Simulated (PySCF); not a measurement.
## A small calculation by hand: oscillator strength and radiative lifetime

W(O)(S)(Br)(SH) (BrHOS2W), SMILES [O]=[W](=[S])([SH])[Br], multiplicity 1.

The structure is a stationary point at B3LYP-D3(BJ)/def2-SVP. The spin state was assumed, not searched. The def2 effective core potentials stand for the cores of W; spin–orbit coupling is left out. Other conformers were not sampled.

TDA-PBE0/def2-SVPD (PySCF) puts the first singlet state with f over 0.02 at 3.70 eV (vertical), with the transition dipole (0.304, 0.536, 0.050) in atomic units.

Q: Find the oscillator strength, the wavelength and the radiative lifetime that this transition would have in vacuum if emission retraced absorption.

A: 
|μ|² = 0.3822 au, so |μ| = 1.57 D. ΔE = 3.70/27.211 = 0.1360 hartree. f = (2/3) ΔE |μ|² = 0.035 (the program prints 0.035).
λ = 1239.84/3.70 = 335 nm; ν = 29842 cm⁻¹.
Einstein's coefficient A = 0.6670 ν² f s⁻¹ (ν in cm⁻¹) = 2.1e7 s⁻¹, so τ = 1/A = 49 ns. This state is S3; the lower singlets have f = 0.000, 0.003. The figure is the radiative limit of this one transition; relaxation, internal conversion, crossing to triplets and a medium change what is measured.
